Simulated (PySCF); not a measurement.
These are CAM-B3LYP-D3(BJ)/def2-TZVP in PySCF values and carry that method's errors. Isolated molecules, 0 K electronic values unless said otherwise. One relaxed conformer stands for a flexible species; it need not be the lowest. Excitations are Tamm–Dancoff values on a coarser integration grid. The basis has no diffuse functions, so Rydberg states are missing or too high.

Reference species (SMILES): `C=CB=N` (neutral, multiplicity 1).

```json
{
 "S1 oscillator strength": "0.000",
 "HOMO": "-9.03 eV",
 "S1 excitation (TDA)": "6.15 eV",
 "S1–T1 gap (TDA)": "2.14 eV"
}
```

Changed species: `C1BC=1N`.

Problem. What does the change do to the S1 oscillator strength, HOMO, S1 excitation (TDA) and S1–T1 gap (TDA)?

Solution. the S1 oscillator strength stays essentially unchanged; the HOMO rises by 0.58 eV, to -8.45 eV; the S1 excitation (TDA) increases by 0.49 eV, to 6.64 eV; the S1–T1 gap (TDA) falls by 0.86 eV, to 1.28 eV.
